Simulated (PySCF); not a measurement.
# Ionisation energy of Hf²⁺ by level of theory

Hf²⁺ [Xe] 4f14 5d2 (3F) → Hf³⁺ [Xe] 4f14 5d1 (2D), as a difference of total energies. All numbers are calculated (PySCF 2.14, scalar relativity by spin-free X2C-1e, in ANO-RCC-VTZP (8s7p5d3f2g1h, 104 functions)). Correlated levels: valence: [Xe] 4f14 frozen. The calculations carry no spin-orbit coupling.

```json
{"method": "UHF", "ionisation energy (eV)": "21.501"}
{"method": "MP2 (valence)", "ionisation energy (eV)": "21.585"}
{"method": "SCS-MP2 (valence)", "ionisation energy (eV)": "21.529"}
{"method": "CCSD (valence)", "ionisation energy (eV)": "21.609"}
```

Problem. How much does correlation contribute at MP2 (valence)?

Solution. 21.585 − (21.501) = 0.084 eV, measured against UHF.

A first-order spin-orbit estimate (lowest level to lowest level, LS coupling) adds 0.053 eV.

Errors of the correlated levels include the incompleteness of this basis and the frozen core.

With two correlated electrons CCSD is exact in that space.

For comparison: 22.55 ± 0.04 eV (theoretical estimate listed by NIST; NIST Atomic Spectra Database, ionization energies).
